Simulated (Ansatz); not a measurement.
GeH(OAc)3 (C6H10GeO6). The state is a triplet with charge 0. Geometry PBE-D4/def2-SVP, that of the neutral singlet; atoms count from 1.

```xyz
23

Ge    0.3688    0.3903   -0.3654
H     1.2365    1.3054   -1.2222
O     1.1263   -1.1563    0.3159
C     1.6547   -1.8465   -0.7079
C     2.3311   -3.1253   -0.2931
O     1.5715   -1.4273   -1.8591
H     2.6953   -3.6673   -1.1824
H     1.6235   -3.7557    0.2805
H     3.1774   -2.8930    0.3838
O    -1.1594   -0.3329   -1.1215
C    -1.8977    0.6758   -1.6125
C    -3.1692    0.2278   -2.2817
O    -1.5239    1.8404   -1.5036
H    -3.7463    1.1036   -2.6241
H    -3.7708   -0.3784   -1.5762
H    -2.9243   -0.4271   -3.1415
O    -0.3629    1.0762    1.1917
C     0.6364    1.5858    1.9303
C     0.1812    2.2029    3.2252
O     1.7989    1.5329    1.5380
H     1.0526    2.5466    3.8082
H    -0.4068    1.4660    3.8068
H    -0.4928    3.0562    3.0109
```

Single mean-field runs in def2-TZVP are fitted with def2-universal-jkfit. At PBE0-D4/def2-TZVP a singlet of charge 0 lies 5.27 eV below the triplet at the same geometry.

**Question.** Estimate the Mulliken populations from the PBE0/def2-TZVP orbitals of Ansatz.

**Answer.** 
```json
{"atom": "Ge1", "charge (e)": "0.74", "spin (α − β)": "0.02"}
{"atom": "H2", "charge (e)": "0.10", "spin (α − β)": "0.01"}
{"atom": "O3", "charge (e)": "-0.35", "spin (α − β)": "0.00"}
{"atom": "C4", "charge (e)": "0.36", "spin (α − β)": "0.00"}
{"atom": "C5", "charge (e)": "-0.38", "spin (α − β)": "0.00"}
{"atom": "O6", "charge (e)": "-0.37", "spin (α − β)": "0.00"}
{"atom": "H7", "charge (e)": "0.15", "spin (α − β)": "0.00"}
{"atom": "H8", "charge (e)": "0.15", "spin (α − β)": "0.00"}
{"atom": "H9", "charge (e)": "0.15", "spin (α − β)": "0.00"}
{"atom": "O10", "charge (e)": "-0.35", "spin (α − β)": "0.00"}
{"atom": "C11", "charge (e)": "0.36", "spin (α − β)": "0.00"}
{"atom": "C12", "charge (e)": "-0.38", "spin (α − β)": "0.00"}
{"atom": "O13", "charge (e)": "-0.36", "spin (α − β)": "0.00"}
{"atom": "H14", "charge (e)": "0.15", "spin (α − β)": "0.00"}
{"atom": "H15", "charge (e)": "0.15", "spin (α − β)": "0.00"}
{"atom": "H16", "charge (e)": "0.15", "spin (α − β)": "0.00"}
{"atom": "O17", "charge (e)": "-0.35", "spin (α − β)": "0.18"}
{"atom": "C18", "charge (e)": "0.19", "spin (α − β)": "0.72"}
{"atom": "C19", "charge (e)": "-0.37", "spin (α − β)": "0.00"}
{"atom": "O20", "charge (e)": "-0.14", "spin (α − β)": "0.95"}
{"atom": "H21", "charge (e)": "0.13", "spin (α − β)": "0.00"}
{"atom": "H22", "charge (e)": "0.13", "spin (α − β)": "0.06"}
{"atom": "H23", "charge (e)": "0.13", "spin (α − β)": "0.06"}
```
Mulliken values depend strongly on the basis.

**Question.** Where does the spin sit?

**Answer.** Summed by element: Ge 0.02, H 0.12, O 1.13, C 0.72, of 2 unpaired in all. Largest on single atoms: O20 0.95, C18 0.72, O17 0.18.

**Question.** And the Mayer bond orders between heavy atoms (over 0.3)?

**Answer.** Ge1–O3 0.81 (1.85 Å); Ge1–O10 0.81 (1.85 Å); Ge1–O17 0.91 (1.85 Å); O3–C4 1.21 (1.34 Å); C4–C5 1.00 (1.51 Å); C4–O6 1.88 (1.23 Å); O10–C11 1.21 (1.34 Å); C11–C12 1.00 (1.51 Å); C11–O13 1.89 (1.23 Å); O17–C18 1.06 (1.34 Å); C18–C19 1.03 (1.50 Å); C18–O20 1.22 (1.23 Å).
